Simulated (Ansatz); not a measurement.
`C[Se]B[SiH3]` + HCl → `[SiH3]BCl` + `C[SeH]` at 500 K and 1 bar (ligand exchange at a B–Se bond).

Program: Ansatz. Geometries: PBE0-D4/def2-TZVP. ΔE: electronic, gas phase. CCSD(T)/CBS is the MP2 limit (def2-TZVPP, def2-QZVPP) plus CCSD(T) − MP2 in def2-TZVPP, frozen cores. This one scheme is used for every species. For Se outer-core shells are correlated without core-valence functions, which leaves a few kJ/mol of doubt a bond. Scalar relativity is left out up to krypton. One conformer a species, not always the lowest.

```json
{"species": "`C[Se]B[SiH3]`", "CCSD(T)/CBS energy (Eh)": "-2756.84434", "H − E (kJ/mol)": "245.7", "S (J/(mol·K))": "431.3"}
{"species": "HCl", "CCSD(T)/CBS energy (Eh)": "-460.38127", "H − E (kJ/mol)": "32.5", "S (J/(mol·K))": "201.9"}
{"species": "`[SiH3]BCl`", "CCSD(T)/CBS energy (Eh)": "-776.06195", "H − E (kJ/mol)": "133.4", "S (J/(mol·K))": "356.8"}
{"species": "`C[SeH]`", "CCSD(T)/CBS energy (Eh)": "-2441.15625", "H − E (kJ/mol)": "142.1", "S (J/(mol·K))": "299.3"}
```

H − E and S are ideal-gas, rigid-rotor, harmonic terms from PBE0-D4/def2-TZVP, for one conformer and one mirror image of each species. 1 Eh = 2625.50 kJ/mol, R = 8.31446 J/(mol·K).

By hand: ΔE, ΔH, ΔS and ΔG.

ΔE = (-776.06195) + (-2441.15625) − (-2756.84434) − (-460.38127) = 0.00741 Eh = 19.5 kJ/mol. Δ(H − E) = 133.4 + 142.1 − 245.7 − 32.5 = -2.7, so ΔH = 16.8 kJ/mol. ΔS = 356.8 + 299.3 − 431.3 − 201.9 = 22.9 J/(mol·K). ΔG = 16.8 − 500 × (22.9)/1000 = 5.4 kJ/mol.

By hand: the equilibrium constant, and the temperature at which ΔG would vanish if ΔH and ΔS stayed fixed.

log₁₀ K = −ΔG/(RT ln 10) = -0.6. ΔG = 0 at ΔH/ΔS = 734 K.

TΔS isn't small against ΔH here. The sign of ΔG lies within the doubt. A doubt of 5 kJ/mol in ΔE shifts log₁₀ K by 0.5 here. Other conformers and mirror images would add mixing entropy, several J/(mol·K) or more a flexible species. Modes under 60 cm⁻¹, often nearly free rotors, make the harmonic entropy too high. These are equilibria of isolated gas molecules and say nothing of rates. Largest T1 diagnostic: 0.014 (customary marks: 0.02 for closed shells, 0.045 for open ones).
